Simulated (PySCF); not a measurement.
**UHF on Ag²⁺ (silver, charge +2)**

Configuration: [Kr] 4d8 5p1, one real determinant (an excited configuration). All numbers are calculated (PySCF 2.14, scalar relativity through the core potential, in aug-cc-pwCVDZ-PP with ECP28MDF (6s6p5d3f, 70 functions)).

| Item | Value |
| --- | --- |
| Total energy | -144.588162 hartree |
| One-electron energy | -241.9233 hartree |
| Hartree (Coulomb) energy | 109.8609 hartree |
| Exchange energy | -12.5257 hartree |
| ⟨S²⟩ | 3.7533 |
| ⟨L²⟩ | 14.049 |
| Sum of ⟨r⟩ | 21.09 bohr |
| Sum of ⟨r²⟩ | 33.97 bohr² |
| Traceless quadrupole moment −½Σ⟨3z² − r²⟩ along its main axis | -4.22 e·bohr² |

```csv
shell,electrons,mean orbital energy (eV),spread (eV),"rms radius, mean of both spins (bohr)"
4s α,1,-150.30,0,0.975
4s β,1,-145.64,0,0.975
4p α,3,-107.89,0.102,1.06
4p β,3,-102.25,0.476,1.06
4d α,5,-43.346,1.587,1.36
4d β,3,-41.208,0.429,1.36
5p α,1,-19.117,0,3.23
```

⟨L²⟩ = 14.05 against 20 for a pure G term, so this real determinant mixes terms. Energies and moments cover only the electrons outside the core potential.
